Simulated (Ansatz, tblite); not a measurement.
Cost and result up the ladder for (BeSe)2 ring (Be₂Se₂) (4 atoms). The state is a singlet with charge 0. Geometry: PBE0-D4/def2-TZVP.

```xyz
4

Be    0.796    0.518    0.323
Se   -0.876    0.404    1.514
Be   -0.796   -0.518   -0.323
Se    0.876   -0.404   -1.514
```

Ansatz on 4 threads of Arm Neoverse V1 on a shared host; xTB runs through tblite on one thread. Times are rough, summed over both states, and most runs start from the orbitals of an earlier one. PBE0-D4/def2-TZVP serves as the yardstick here, not as an exact answer. The other state is a triplet.

The xTB rows come from tblite.

xTB has no spin-polarisation term.

```
                            level  functions  vertical triplet (eV)  difference from PBE0-D4/def2-TZVP (eV)
                         GFN2-xTB         26                   2.83                                    0.56
                         GFN1-xTB         26                   1.62                                   -0.65
                PBE0-D4/def2-TZVP        134                   2.27                                    0.00
r2SCAN-D4/def2-TZVP (with forces)        134                   2.13                                   -0.14
                 PBE-D4/def2-TZVP        134                   2.03                                   -0.24
```

Estimate how long each takes.

GFN1-xTB 0.006 s; GFN2-xTB 0.009 s; PBE-D4/def2-TZVP 3.3 s; PBE0-D4/def2-TZVP 4.8 s; r2SCAN-D4/def2-TZVP (with forces) 8.3 s. On shared hardware such times vary by a factor of up to 3.
